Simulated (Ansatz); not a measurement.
Potential energy curve for LiCl, singlet.

Levels: RKS-PBE0 = Ansatz (a program for electronic structure) with restricted PBE0/cc-pVDZ; RKS-CAM-B3LYP = restricted CAM-B3LYP/cc-pVDZ in Ansatz; RKS-PBE = restricted PBE/cc-pVDZ (Ansatz); UKS-CAM-B3LYP = Ansatz with unrestricted CAM-B3LYP/cc-pVDZ; UKS-PBE0 = unrestricted PBE0/cc-pVDZ (Ansatz); UKS-PBE = unrestricted PBE/cc-pVDZ run with Ansatz; FCI = full CI/cc-pVDZ, frozen core in Ansatz.

Cost and accuracy over the 23 points of the scan, with FCI as yardstick. Costs are rough ratios of core time within Ansatz on shared cores, each with its mean field (Kohn-Sham runs search longer for lower solutions than correlated ones do); the miss is the largest error against full CI of the curve after the mean shift, in kJ/mol.

Task: Which is the cheapest of these levels that stays within 37 kJ/mol of FCI?

Result: RKS-PBE0.

```
level          relative cost  largest error
-------------  -------------  -------------
RKS-PBE0                   1           20.5
RKS-CAM-B3LYP              1           56.0
RKS-PBE                    1           40.5
UKS-CAM-B3LYP              3           27.7
UKS-PBE0                   3           34.1
UKS-PBE                    4           51.6
```

Costs within a factor of two of each other count as equal.

The restricted form behind RKS-PBE0, RKS-CAM-B3LYP, RKS-PBE keeps the bonding electrons paired and can't separate into open-shell fragments. The unrestricted determinant behind UKS-CAM-B3LYP is spin-contaminated at 4.47 to 7.99 Å (<S²> up to 0.7, against 0.00 for a pure singlet). The unrestricted determinant behind UKS-PBE0, UKS-PBE is spin-contaminated at 4.05 to 7.99 Å (<S²> up to 0.6, against 0.00 for a pure singlet).
